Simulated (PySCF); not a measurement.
F2Zn, SMILES [F][Zn][F] (connectivity only; charge and spin as stated), charge -1, multiplicity 2.

Coordinates come from a r2SCAN-D4/def2-SVPD optimisation. The multiplicity is an assumed one; other spin states were not compared. The isomer is the one that the SMILES or the coordinates give; other isomers of the formula were not compared.

The numbers are results of PySCF 2.14.0 with r2SCAN-D4/def2-SVPD, not measurements.

Frequencies are harmonic and unscaled.

```tsv
mode	ν (cm⁻¹)	IR (km/mol)	moving atoms (share of kinetic energy)
1	154	24.1	F 77 %, Zn 23 %
2	480	82.7	F 86 %, Zn 14 %
3	500	132.7	F 70 %, Zn 30 %
```
